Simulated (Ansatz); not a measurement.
`ClC(Br)(Br)Br` + H₂ → `ClC(Br)Br` + HBr  (hydrogenolysis of a C–Br bond)

Isolated molecules relaxed with PBE0-D4/def2-TZVP in Ansatz; ΔE leaves out vibrations. CCSD(T)/CBS is the MP2 limit (def2-TZVPP, def2-QZVPP) plus CCSD(T) − MP2 in def2-TZVPP, frozen cores. This one scheme is used for every species. Functionals use def2-TZVPP. For Br outer-core shells are correlated without core-valence functions, which leaves a few kJ/mol of doubt a bond. Scalar relativity is left out up to krypton.

(1) Is it downhill or uphill in electronic energy at CCSD(T)/CBS, and by how much? (Best estimate.)

(2) What do these levels give: LDA (SPW92), BHLYP-D4, r2SCAN0, CCSD/def2-SVP, CCSD/def2-TZVPP, SCS-MP2/def2-QZVPP? (Estimate.)

(3) What do rigid-rotor, harmonic-oscillator terms from PBE0-D4/def2-TZVP frequencies (298.15 K, 1 bar) make of the CCSD(T)/CBS value? (Estimate.)

Largest T1 diagnostic among the species: 0.008.

Answers

(1) The calculation gave: Downhill: ΔE = -26.5 kcal/mol.

(2) The calculation gave: LDA (SPW92) -25.8, BHLYP-D4 -30.3, r2SCAN0 -30.0, CCSD/def2-SVP -32.5, CCSD/def2-TZVPP -30.5, SCS-MP2/def2-QZVPP -25.6 kcal/mol.

(3) Computed: ΔZPE = +4.4 kcal/mol, ΔH = -23.1 kcal/mol, ΔS = 40 J/(mol·K), ΔG = -25.9 kcal/mol.

Leaving LDA and LC-ωPBE aside and taking each functional with its dispersion term where it has one, the values, not all of them listed here, spread over 6.6 kcal/mol, from BHLYP-D4 to revPBE-D4. LDA lies +1.5 kcal/mol from PBE without D4. The D4 term adds +3.7 kcal/mol with B3LYP and +1.9 kcal/mol with PBE0; it sums over pairs of atoms, weighted by their polarisabilities, and B3LYP, whose exchange is more repulsive, gets the larger term.

B3LYP here is the variant with VWN-RPA as its local correlation; programs differ in this.
